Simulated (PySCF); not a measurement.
**Relaxation of singlet MnO₃F**

All numbers come from PBE0 in PySCF with Mn def2-SVP, O def2-SVP, F def2-SVP; no relativity; density-fitted integrals. A (50,194) grid was used.

A hand-made tetrahedral start, of C3v symmetry, held to at least that symmetry:

```xyz
5
charge 0 multiplicity 1, angstrom
Mn   -0.0593    0.0000   -0.0419
O    -1.3820    0.0000    0.8934
O    -0.0593    1.3227   -0.9772
O    -0.0593   -1.3227   -0.9772
F     1.4349    0.0000    1.0146
```

Optimiser trace:
```csv
step,E − E(last) (kJ/mol),largest gradient (Eh/bohr)
0,83.00,0.06948
1,3.53,0.02086
2,0.16,0.00399
3,0.00,0.00050
4,0.00,0.00003
```

It ends at C3v with Mn–F 1.691 Å, Mn–O 1.533 Å (×3); F–Mn–O 108.4° (×3), O–Mn–O 110.5° (×3) (after a last refinement on a finer grid). A frequency run shows a minimum. Other isomers or separated fragments may lie lower.
